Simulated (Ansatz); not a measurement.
Compare A (`C[Si](C)(Cl)Cl`) with its isomer B (`CC[SiH](Cl)Cl`).

Gas-phase electronic energies from Ansatz, PBE0-D4/def2-TZVP geometries. CCSD(T)/CBS is the MP2 limit (def2-TZVPP, def2-QZVPP) plus CCSD(T) − MP2 in def2-TZVPP, frozen cores. DFT in def2-TZVPP. B3LYP here is the variant with VWN-RPA as its local correlation; programs differ in this. Each species was taken in one conformer, which may not be the lowest.

A:

```xyz
11

C     1.425    0.059    0.731
Si   -0.002   -0.556   -0.273
C    -1.422    0.625   -0.394
Cl    0.665   -0.978   -2.174
Cl   -0.679   -2.314    0.555
H     1.106    0.265    1.756
H     2.222   -0.685    0.759
H     1.825    0.979    0.297
H    -1.816    0.846    0.601
H    -2.224    0.198   -0.998
H    -1.098    1.560   -0.858
```

B:

Z-matrix (Å, degrees):
```
C
C 1 1.526
H 1 1.093 2 111.6
H 1 1.092 2 111.3 3 120.2
H 1 1.092 2 111.0 3 -119.8
Si 2 1.855 1 113.5 3 -58.8
H 2 1.095 1 111.1 3 179.5
H 2 1.096 1 111.0 3 61.4
Cl 6 2.051 2 109.9 1 -60.7
Cl 6 2.049 2 109.9 1 179.6
H 6 1.479 2 113.3 1 59.1
```

Which is lower in electronic energy at CCSD(T)/CBS, and by how much? (Best estimate.)

Ansatz gave: A, by 15.4 kcal/mol.

Give E(B) − E(A) in kcal/mol with B3LYP-D4, LDA (SPW92), BLYP-D4, MP2/def2-TZVPP, PBE-D4, CCSD(T)/def2-TZVPP, CCSD/def2-TZVPP. (An estimate is asked.)

Computed: B3LYP-D4 15.5, LDA (SPW92) 15.3, BLYP-D4 15.3, MP2/def2-TZVPP 15.8, PBE-D4 15.5, CCSD(T)/def2-TZVPP 15.1, CCSD/def2-TZVPP 15.0. None reverses the order clearly.

Largest T1 diagnostic: 0.009.

In def2-TZVPP, CCSD(T) changes the Hartree–Fock value by +0.9 kcal/mol (the triples alone add +0.1 kcal/mol) and MP2 by +1.6 kcal/mol. At CCSD(T), def2-SVP lies −3.4 kcal/mol from the extrapolated value and def2-TZVPP −0.3 kcal/mol.
